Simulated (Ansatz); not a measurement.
System: 4-fluoro-1,3-dioxole, C$_{3}$H$_{3}$FO$_{2}$ (charge 0, singlet). 
Geometry from a B3LYP-D3(BJ)/def2-TZVP (Ansatz, an electronic-structure program) optimisation:
SMILES: FC1=COCO1
```xyz
9

F      1.8074    -0.9228     0.0089
C      0.6831    -0.2434     0.0040
C      0.4343     1.0462     0.1720
O     -0.9358     1.2561    -0.0199
C     -1.4902    -0.0489     0.0660
O     -0.4372    -0.9683    -0.2724
H      1.0694     1.8915     0.3512
H     -1.8082    -0.2534     1.0981
H     -2.3064    -0.1575    -0.6433
```

Task: Give the harmonic wavenumbers at B3LYP-D3(BJ)/def2-TZVP (Ansatz, finite differences of forces, unscaled).

Result: 199, 309, 429, 567, 655, 710, 731, 930, 963, 1001, 1113, 1156, 1217, 1265, 1321, 1445, 1531, 1777, 2969, 3135, 3314 cm⁻¹. Zero-point energy 38.2 kcal/mol.

Task: From these and the geometry, give the ideal-gas thermochemistry at 298.15 K and 1 atm (rigid rotor, harmonic oscillator).

Result: Point group C1, rotational symmetry number 1. Rotational constants 8.716, 3.484, 2.553 GHz. S(trans) 39.41, S(rot) 25.83, S(vib) 6.37, S(elec, spin only) 0.00, S 71.6 cal/(mol K). H(298) - H(0) 3.62 kcal/mol; G - E(el) 20.5 kcal/mol.
